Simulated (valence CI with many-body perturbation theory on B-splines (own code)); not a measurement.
The numbers below are computed, except where a source is named.
**Energy levels of Eu LVII**

Level of theory: relativistic CI+MBPT: five valence electrons over a frozen Dirac-Fock core [He], a basis of 11 s, 11 p, 10 d, 8 f, 5 g, 2 h functions for each j, with the one-electron correlation potential Σ1 (screened to all orders), the two-electron term Σ2, the three-electron term Σ3, Breit, model QED; selected single and double excitations, second order for the rest, scaled by the run's own slope (own B-spline code, finite nucleus).

The last digits are not significant, and no measured levels were compared; by estimate large intervals hold to a few tenths of a per cent, small ones and those within an open d or f shell to about a per cent. Among the levels kept, up to 7300 cm⁻¹ of a level comes from second order outside the variational space, and about a tenth of that is noise between levels of different J, which matters for small intervals.

Levels 136 to 180 of 200, with energies above the lowest level, (2s^2 2p1/2^2 2p3/2) J=3/2. "Leading %" is the weight of the configuration and term that name the level; weights of strongly mixed levels are sums over their largest components and can fall short. In the jj column 3d3/2^4 stands for four electrons in 3d with j = 3/2.

```
No.  Configuration  Term     J  E (eV)  Leading %    Second component      g                      Leading jj
136         2p4.3s    4P   5/2  8256.0         29   21 % 2s.2p3.3p 4P  1.381   2s 2p1/2 2p3/2^2 3p3/2 (58 %)
137      2s.2p3.3p    4P   3/2  8261.7         31   23 % 2s.2p3.3p 4D  1.395   2s 2p1/2 2p3/2^2 3p3/2 (97 %)
138      2s.2p3.3d   4G°   7/2  8263.8         35  25 % 2s.2p3.3d 6D°  1.221   2s 2p1/2 2p3/2^2 3d3/2 (95 %)
139         2p4.3s    2P   3/2  8275.6         30      17 % 2p4.3s 2D  1.261       2p1/2^2 2p3/2^2 3s (52 %)
140      2s.2p3.3p    2P   1/2  8276.3         70   16 % 2s.2p3.3p 4D  0.743   2s 2p1/2 2p3/2^2 3p3/2 (98 %)
141      2s.2p3.3p    2P   1/2  8280.8         22      16 % 2p4.3s 2S  1.477   2s 2p1/2 2p3/2^2 3p3/2 (74 %)
142      2s.2p3.3p    2P   3/2  8283.9         16   13 % 2s.2p3.3p 4P  1.274   2s 2p1/2 2p3/2^2 3p3/2 (76 %)
143      2s.2p3.3p    2F   7/2  8283.9         79   14 % 2s.2p3.3p 4F  1.169   2s 2p1/2 2p3/2^2 3p3/2 (99 %)
144      2s.2p3.3p    4P   5/2  8286.9         34      18 % 2p4.3s 4P  1.339   2s 2p1/2 2p3/2^2 3p3/2 (72 %)
145      2s.2p3.3p    2D   5/2  8290.3         43   24 % 2s.2p3.3p 4D  1.292   2s 2p1/2 2p3/2^2 3p3/2 (92 %)
146      2s.2p3.3d   4G°   9/2  8293.0         67  15 % 2s.2p3.3d 6D°  1.206   2s 2p1/2 2p3/2^2 3d3/2 (68 %)
147      2s.2p3.3p    2P   3/2  8296.6         32   22 % 2s.2p3.3p 2D  1.288   2s 2p1/2 2p3/2^2 3p3/2 (95 %)
148      2s.2p3.3d   2G°   9/2  8299.0         39  34 % 2s.2p3.3d 6D°  1.305   2s 2p1/2 2p3/2^2 3d5/2 (70 %)
149      2s.2p3.3p    2D   5/2  8299.3         48   15 % 2s.2p3.3p 4D  1.247   2s 2p1/2 2p3/2^2 3p3/2 (94 %)
150      2s.2p3.3d   4D°   7/2  8302.2         57  23 % 2s.2p3.3d 6D°  1.361   2s 2p1/2 2p3/2^2 3d5/2 (85 %)
151      2s.2p3.3d   4D°   5/2  8302.9         35  34 % 2s.2p3.3d 4P°  1.359   2s 2p1/2 2p3/2^2 3d3/2 (90 %)
152      2s.2p3.3d   4F°   7/2  8302.9         53  26 % 2s.2p3.3d 4D°  1.244   2s 2p1/2 2p3/2^2 3d3/2 (84 %)
153      2s.2p3.3d   4P°   3/2  8305.8         35  26 % 2s.2p3.3d 4S°  1.585   2s 2p1/2 2p3/2^2 3d3/2 (86 %)
154      2s.2p3.3p    2P   1/2  8315.2         61   30 % 2s.2p3.3p 4P  1.351   2s 2p1/2 2p3/2^2 3p3/2 (96 %)
155      2s.2p3.3d   4D°   1/2  8321.1         64  14 % 2s.2p3.3d 4P°  0.668   2s 2p1/2 2p3/2^2 3d5/2 (90 %)
156      2s.2p3.3p    2D   3/2  8321.4         45   23 % 2s.2p3.3p 2P  1.055   2s 2p1/2 2p3/2^2 3p3/2 (93 %)
157      2s.2p3.3d   4D°   3/2  8331.4         32  18 % 2s.2p3.3d 4F°  1.070   2s 2p1/2 2p3/2^2 3d5/2 (67 %)
158      2s.2p3.3d   4D°   5/2  8332.4         46  12 % 2s.2p3.3d 2F°  1.259   2s 2p1/2 2p3/2^2 3d5/2 (84 %)
159         2p4.3s    2S   1/2  8335.8         44      18 % 2p4.3s 4P  1.823       2p1/2^2 2p3/2^2 3s (69 %)
160      2s.2p3.3d   4G°  11/2  8338.0        100                      1.253  2s 2p1/2 2p3/2^2 3d5/2 (100 %)
161      2s.2p3.3d   4F°   9/2  8341.2         64  35 % 2s.2p3.3d 2G°  1.235   2s 2p1/2 2p3/2^2 3d5/2 (98 %)
162         2p4.3p   2D°   5/2  8346.1         23     21 % 2p4.3p 4D°  1.199    2p1/2^2 2p3/2^2 3p1/2 (77 %)
163         2p4.3p   4P°   3/2  8347.4         17  17 % 2s.2p3.3d 4F°  1.223    2p1/2^2 2p3/2^2 3p1/2 (54 %)
164      2s.2p3.3d   4F°   3/2  8349.7         31  11 % 2s.2p3.3d 4D°  1.014   2s 2p1/2 2p3/2^2 3d3/2 (49 %)
165      2s.2p3.3d   2S°   1/2  8355.0         49  23 % 2s.2p3.3d 4P°  1.639   2s 2p1/2 2p3/2^2 3d5/2 (80 %)
166      2s.2p3.3d   2F°   5/2  8360.6         31  16 % 2s.2p3.3d 4G°  0.975   2s 2p1/2 2p3/2^2 3d3/2 (85 %)
167      2s.2p3.3d   4D°   3/2  8361.3         29  23 % 2s.2p3.3d 4F°  1.007   2s 2p1/2 2p3/2^2 3d3/2 (79 %)
168      2s.2p3.3d   2G°   7/2  8361.3         50  18 % 2s.2p3.3d 4D°  1.045   2s 2p1/2 2p3/2^2 3d3/2 (53 %)
169      2s.2p3.3d   4D°   1/2  8363.5         47  27 % 2s.2p3.3d 2P°  0.562   2s 2p1/2 2p3/2^2 3d3/2 (85 %)
170      2s.2p3.3d   2D°   3/2  8369.8         32  23 % 2s.2p3.3d 2P°  1.220   2s 2p1/2 2p3/2^2 3d5/2 (69 %)
171      2s.2p3.3d   2D°   5/2  8370.5         28  13 % 2s.2p3.3d 2F°  1.103   2s 2p1/2 2p3/2^2 3d3/2 (65 %)
172      2s.2p3.3d   2F°   7/2  8375.6         52  30 % 2s.2p3.3d 2G°  1.073   2s 2p1/2 2p3/2^2 3d3/2 (51 %)
173      2s.2p3.3d   4D°   1/2  8380.8         29     23 % 2p4.3p 2P°  0.573   2s 2p1/2 2p3/2^2 3d3/2 (55 %)
174      2s.2p3.3d   2D°   5/2  8383.7         38  24 % 2s.2p3.3d 2F°  1.092   2s 2p1/2 2p3/2^2 3d5/2 (58 %)
175      2s.2p3.3d   2P°   3/2  8388.6         42  16 % 2s.2p3.3d 2D°  1.203   2s 2p1/2 2p3/2^2 3d3/2 (79 %)
176      2s.2p3.3d   2F°   5/2  8389.4         34  20 % 2s.2p3.3d 2D°  1.067   2s 2p1/2 2p3/2^2 3d3/2 (82 %)
177      2s.2p3.3d   2D°   3/2  8393.1         39  20 % 2s.2p3.3d 2P°  1.063   2s 2p1/2 2p3/2^2 3d3/2 (96 %)
178      2s.2p3.3d   2P°   1/2  8398.6         54  32 % 2s.2p3.3d 2S°  1.144   2s 2p1/2 2p3/2^2 3d3/2 (82 %)
179      2s.2p3.3d   4P°   5/2  8401.7         31  22 % 2s.2p3.3d 4D°  1.291   2s 2p1/2 2p3/2^2 3d5/2 (88 %)
180      2s.2p3.3d   4D°   7/2  8410.8         52  15 % 2s.2p3.3d 2G°  1.232   2s 2p1/2 2p3/2^2 3d5/2 (98 %)
```

Where two levels of one J and parity lie close, their mixing, g and order are uncertain.
